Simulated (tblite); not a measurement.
Input of a run (GFN2-xTB geometry optimisation, gas phase (tblite 0.8.0)), started from a force field or distance geometry:
```
{"job": {"kind": "relax", "xc": "GFN2-xTB", "basis": "xTB"}, "charge": 0, "multiplicity": 2}
C      2.162300    -2.040900     0.817100
C      1.267400    -1.403500     0.288800
C      0.220800    -0.655300    -0.325100
O     -0.287000    -1.051400    -1.378400
C     -0.250900     0.588800     0.301100
C     -1.338500     1.344500    -0.367300
F     -1.615100     2.463600     0.360400
H      2.940900    -2.599800     1.274600
H      0.203800     0.933700     1.212900
H     -2.254800     0.752200    -0.423400
H     -1.043500     1.670800    -1.367600
```

Output (eV, eV/Å):
```
step      E/eV     max force
  0    -581.81505    2.180
  1    -581.79965    4.757
  2    -581.88426    0.888
  3    -581.89736    0.410
  4    -581.90534    0.277
  5    -581.91326    0.222
  6    -581.91513    0.148
  7    -581.91756    0.133
  8    -581.91910    0.132
  9    -581.91974    0.060
 10    -581.91998    0.039
 11    -581.92010    0.032
 12    -581.92021    0.033
 13    -581.92037    0.041
 14    -581.92054    0.045
 15    -581.92069    0.035
 16    -581.92081    0.043
 17    -581.92094    0.040
 18    -581.92110    0.052
 19    -581.92130    0.055
 20    -581.92154    0.060
 21    -581.92182    0.074
 22    -581.92214    0.070
 23    -581.92246    0.046
 24    -581.92271    0.039
 25    -581.92285    0.023
 26    -581.92291    0.016
 27    -581.92293    0.011
 28    -581.92294    0.011
 29    -581.92295    0.010
```

Q: Summarise the run.

A: The energy falls by 10.4 kJ/mol over 29 L-BFGS steps, the largest force on an atom goes from 2.18 to 0.010 eV/Å, and the atoms move by 0.059 Å rms after alignment. The bond that changes most is C3–C5 (ends: carbon bonded to 2 C and O; carbon bonded to 2 C and H), which shortens by 0.041 Å. Bonds longer at the end by more than 0.005 Å: 3 of 10; shorter: 4. Among the angles that change most is C2–C3–C5, from 119.7° to 114.2°. The energy rose by more than 1e-5 eV at step 1.

Q: What are the final bond lengths?

A: C1≡C2 1.201 Å, C2–C3 1.441 Å, C3=O4 1.231 Å, C3–C5 1.429 Å, C5–C6 1.468 Å, C6–F7 1.366 Å, C1–H8 1.051 Å, C5–H9 1.078 Å, C6–H10 1.102 Å, C6–H11 1.102 Å. Numbering counts from 1 in the input's order; the species is `C#CC(=O)[CH]CF` [radical].

On one thread, Intel Xeon at 2.50 GHz (x86_64), on a shared host, this took 0.35 s wall.

Its GFN2-xTB frequencies are all real (lowest 69 cm⁻¹). 3 starts were optimised and ended at 0.00, 1.53 and 5.37 kcal/mol (GFN2-xTB); the lowest of these is shown.

The values belong to the conformer `[CH:1]#[C:2][C:3](=[O:4])[CH:5][CH2:6][F:7]`: C2–C3–C5–C6 180°, C3–C5–C6–F7 180°.

These are computed values.
